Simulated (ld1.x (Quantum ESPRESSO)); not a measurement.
## Varying the PAW potential for O

Base potential:

oxygen, PAW, made with ld1.x (Quantum ESPRESSO) 7.5 (LDA (PZ), scalar-relativistic). Core [He], reference 2s2 2p3 (charge +1). Waves: 2s (bound): rcut 0.60, rcutus 0.75 bohr; 2s channel at -2.55 Ry: rcut 0.60, rcutus 0.75 bohr; 2p (bound): rcut 0.80, rcutus 1.00 bohr; 2p channel at -1.4 Ry: rcut 0.80, rcutus 1.00 bohr. Local part: all-electron potential smoothed inside 1.00 bohr (lloc = -2). Core correction: a·sin(br)/r model core, default radius (ld1.x builds one for every PAW set, though the input has nlcc=.false.). Augmentation charge: PSQ, radius 0.50 bohr.

All-electron outer shells of the reference configuration (LDA (PZ), scalar-relativistic, ld1.x):

| shell | level (eV) | outermost node (bohr) | outermost maximum (bohr) |
| --- | --- | --- | --- |
| 2s | -39.40 | 0.28 | 0.86 |
| 2p | -24.59 | – | 0.78 |

Cutoffs, loose and tight: the cutoffs (Ry, on a coarse ladder) from which the occupation-weighted sum of valence levels, in a spherical-Bessel basis at the reference potential, stays within 10 and 1 mRy of its value at 400 Ry. They do not see the model core or the augmentation charge, which bear on the density cutoff. Test errors are all-electron minus pseudo excitation energies from the reference, over the configurations 2s2 2p4; 2s2 2p2; 2s2 2p1; 2s1 2p5; 2s1 2p4; 2s2 2p0; 2s2 2p3.5 (two spin-polarised tests are not counted in the largest error). A dash means not determined; rows that change the core or the reference have their own tests.

| change | outcome | cutoff, loose | cutoff, tight | bound ghosts | largest test error (meV) |
| --- | --- | --- | --- | --- | --- |
| base | generated | 70 Ry | 120 Ry | none | +24 |
| wave 2s channel at -2.55 Ry: rcut 0.60, rcutus 0.75 bohr becomes 2s channel at -2.75 Ry: rcut 0.60, rcutus 0.75 bohr | generated | 70 Ry | 120 Ry | none | +26 |
| wave 2s channel at -2.55 Ry: rcut 0.60, rcutus 0.75 bohr becomes 2s channel at -2.53 Ry: rcut 0.60, rcutus 0.75 bohr | generated | 70 Ry | 120 Ry | none | +24 |
| wave 2s channel at -2.55 Ry: rcut 0.60, rcutus 0.75 bohr becomes 2s channel at -2.4 Ry: rcut 0.60, rcutus 0.75 bohr | generated | 70 Ry | 120 Ry | none | +25 |
| wave 2s channel at -2.55 Ry: rcut 0.60, rcutus 0.75 bohr becomes 2s channel at -1.64 Ry: rcut 0.60, rcutus 0.75 bohr | generated | 70 Ry | 120 Ry | none | +28 |

(1) What comes out with this change to the base: wave 2s channel at -2.55 Ry: rcut 0.60, rcutus 0.75 bohr becomes 2s channel at -0.25 Ry: rcut 0.60, rcutus 0.75 bohr?

(2) What comes out with this change to the base: wave 2s channel at -2.55 Ry: rcut 0.60, rcutus 0.75 bohr becomes 2s channel at 3.54 Ry: rcut 0.60, rcutus 0.75 bohr?

Answers

(1) outcome: generated; cutoff, loose: 70 Ry; cutoff, tight: 120 Ry; bound ghosts: none; largest test error (meV): +39.

(2) outcome: generated; cutoff, loose: 70 Ry; cutoff, tight: 120 Ry; bound ghosts: none; largest test error (meV): +371.
